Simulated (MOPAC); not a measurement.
MOPAC input (PM6):

```
PM6 1SCF CHARGE=-1 GEO-OK AUX(PRECISION=9) THREADS=1
C2H5GeO2

C    -2.85475300 1   -0.15774700 1    0.09723900 1
C    -1.38200300 1   -0.23481600 1    0.51935800 1
O    -1.08347200 1   -0.59952100 1    1.64542300 1
O    -0.58938600 1    0.12287800 1   -0.44325700 1
Ge    1.41420800 1    0.21368200 1   -0.45215700 1
H    -3.50262200 1   -0.46163900 1    0.91840000 1
H    -3.09711500 1    0.86234500 1   -0.20859200 1
H    -3.02411400 1   -0.80320500 1   -0.76737800 1
H     1.63444600 1   -1.23206000 1    0.23625000 1
H     1.53813700 1    0.96526700 1    0.97344400 1
```

Output:

```
 *******************************************************************************
 **                                                                           **
 **                              MOPAC v23.2.5                                **
 **                                                                           **
 *******************************************************************************
 ** MOPAC's Digital Object Identifier: https://doi.org/10.5281/zenodo.6511958 **
 **                                                                           **
 ** Please cite the open-source release paper for use of this MOPAC version:  **
 ** J. E. Moussa and J. J. P. Stewart (2026)                                  **
 ** MOPAC: An open-source semiempirical molecular orbital program             **
 ** J. Open Source Softw., 11(119), 8025, https://doi.org/10.21105/joss.08025 **
 *******************************************************************************

                              PM6 CALCULATION RESULTS

 *******************************************************************************
 *  PM6        - The PM6 Hamiltonian to be used
 *  GEO-OK     - OVERRIDE INTERATOMIC DISTANCE AND OTHER SAFETY CHECKS
 *
 *
 *
 *                 CHARGE ON SYSTEM = -1
 *
 *
 *
 *  1SCF       - DO 1 SCF AND THEN STOP
 *  AUX        - OUTPUT AUXILIARY INFORMATION
 *******************************************************************************
PM6 1SCF CHARGE=-1 GEO-OK AUX(PRECISION=9) THREADS=1
 C2H5GeO2

   ATOM   CHEMICAL          X               Y               Z
  NUMBER   SYMBOL      (ANGSTROMS)     (ANGSTROMS)     (ANGSTROMS)

     1       C         -2.85475300  *  -0.15774700  *   0.09723900  *
     2       C         -1.38200300  *  -0.23481600  *   0.51935800  *
     3       O         -1.08347200  *  -0.59952100  *   1.64542300  *
     4       O         -0.58938600  *   0.12287800  *  -0.44325700  *
     5      Ge          1.41420800  *   0.21368200  *  -0.45215700  *
     6       H         -3.50262200  *  -0.46163900  *   0.91840000  *
     7       H         -3.09711500  *   0.86234500  *  -0.20859200  *
     8       H         -3.02411400  *  -0.80320500  *  -0.76737800  *
     9       H          1.63444600  *  -1.23206000  *   0.23625000  *
    10       H          1.53813700  *   0.96526700  *   0.97344400  *

          CARTESIAN COORDINATES

    NO.       ATOM           X           Y           Z

     1         C         -2.8548     -0.1577      0.0972
     2         C         -1.3820     -0.2348      0.5194
     3         O         -1.0835     -0.5995      1.6454
     4         O         -0.5894      0.1229     -0.4433
     5        Ge          1.4142      0.2137     -0.4522
     6         H         -3.5026     -0.4616      0.9184
     7         H         -3.0971      0.8623     -0.2086
     8         H         -3.0241     -0.8032     -0.7674
     9         H          1.6344     -1.2321      0.2363
    10         H          1.5381      0.9653      0.9734

 General Reference for PM6:
 "Optimization of Parameters for Semiempirical Methods V: Modification of NDDO Approximations
 and Application to 70 Elements", J. J. P. Stewart, J. Mol. Mod., 13, 1173-1213 (2007)
 URL: https://link.springer.com/article/10.1007/s00894-007-0233-4

           Empirical Formula: C2 H5 O2 Ge  =    10 atoms

      MOLECULAR POINT GROUP   :   Cs

      RHF CALCULATION, NO. OF DOUBLY OCCUPIED LEVELS = 15

 -------------------------------------------------------------------------------
 PM6 1SCF CHARGE=-1 GEO-OK AUX(PRECISION=9) THREADS=1
 C2H5GeO2

     1SCF WAS SPECIFIED, SO BFGS WAS NOT USED
     SCF FIELD WAS ACHIEVED

                              PM6 CALCULATION
                                                       MOPAC v23.2.5 Linux

          FINAL HEAT OF FORMATION =       -109.10136 KCAL/MOL =    -456.48009 KJ/MOL

          COSMO AREA              =        135.65 SQUARE ANGSTROMS
          COSMO VOLUME            =        125.14 CUBIC ANGSTROMS

          IONIZATION POTENTIAL    =          3.366550 EV
          HOMO LUMO ENERGIES (EV) =         -3.367  4.347
          NO. OF FILLED LEVELS    =         15
          MOLECULAR WEIGHT        =        133.6503         POINT GROUP:  Cs

          MOLECULAR DIMENSIONS (Angstroms)

            Atom       Atom       Distance
            H     9    H     6     5.23912
            H    10    H     8     3.32845
            H     7    O     3     2.33460

          SCF CALCULATIONS        =          1

   ATOM   CHEMICAL          X               Y               Z
  NUMBER   SYMBOL      (ANGSTROMS)     (ANGSTROMS)     (ANGSTROMS)

     1       C         -2.85475300  *  -0.15774700  *   0.09723900  *
     2       C         -1.38200300  *  -0.23481600  *   0.51935800  *
     3       O         -1.08347200  *  -0.59952100  *   1.64542300  *
     4       O         -0.58938600  *   0.12287800  *  -0.44325700  *
     5      Ge          1.41420800  *   0.21368200  *  -0.45215700  *
     6       H         -3.50262200  *  -0.46163900  *   0.91840000  *
     7       H         -3.09711500  *   0.86234500  *  -0.20859200  *
     8       H         -3.02411400  *  -0.80320500  *  -0.76737800  *
     9       H          1.63444600  *  -1.23206000  *   0.23625000  *
    10       H          1.53813700  *   0.96526700  *   0.97344400  *

                             CARTESIAN COORDINATES

   1    C       -2.854753000    -0.157747000     0.097239000
   2    C       -1.382003000    -0.234816000     0.519358000
   3    O       -1.083472000    -0.599521000     1.645423000
   4    O       -0.589386000     0.122878000    -0.443257000
   5   Ge        1.414208000     0.213682000    -0.452157000
   6    H       -3.502622000    -0.461639000     0.918400000
   7    H       -3.097115000     0.862345000    -0.208592000
   8    H       -3.024114000    -0.803205000    -0.767378000
   9    H        1.634446000    -1.232060000     0.236250000
  10    H        1.538137000     0.965267000     0.973444000

           Empirical Formula: C2 H5 O2 Ge  =    10 atoms

      MOLECULAR POINT GROUP   :   Cs

                  EIGENVALUES
 -26.94695 -25.37615 -22.30293 -16.13556 -12.62889 -12.11184 -12.00055 -10.87597
 -10.01049  -9.81003  -7.39171  -6.94999  -6.47062  -5.48065  -3.36655   4.34719
   5.61023   7.23091   7.23498   8.30439   8.50723   8.81322   8.83199   9.49169
   9.91792

              NET ATOMIC CHARGES AND DIPOLE CONTRIBUTIONS

  ATOM NO.   TYPE          CHARGE      No. of ELECS.   s-Pop       p-Pop
    1          C          -0.609292        4.6093     1.10458     3.50471
    2          C           0.722463        3.2775     1.05641     2.22112
    3          O          -0.657497        6.6575     1.85207     4.80543
    4          O          -0.559293        6.5593     1.79953     4.75977
    5         Ge          -0.526125        4.5261     1.60867     2.91746
    6          H           0.166321        0.8337     0.83368
    7          H           0.172664        0.8273     0.82734
    8          H           0.172664        0.8273     0.82734
    9          H           0.059047        0.9410     0.94095
   10          H           0.059047        0.9410     0.94095
 DIPOLE           X         Y         Z       TOTAL
 POINT-CHG.    -1.320     0.364    -1.258     1.860
 HYBRID        -1.003    -0.746     2.092     2.437
 SUM           -2.323    -0.381     0.833     2.497

          ATOMIC ORBITAL ELECTRON POPULATIONS

     Atom    s        px        py        pz
    1  C   1.10458   1.13035   1.19336   1.18099
    2  C   1.05641   0.80124   0.66605   0.75383
    3  O   1.85207   1.83978   1.58975   1.37591
    4  O   1.79953   1.48271   1.71913   1.55792
    5 Ge   1.60867   0.45428   1.09795   1.36523
    6  H   0.83368
    7  H   0.82734
    8  H   0.82734
    9  H   0.94095
   10  H   0.94095

 **********************
 *                    *
 * JOB ENDED NORMALLY *
 *                    *
 **********************

 == MOPAC DONE ==
```

The dipole moment of an ion depends on the origin.

The geometry given is a B3LYP-D3(BJ)/def2-TZVP minimum.
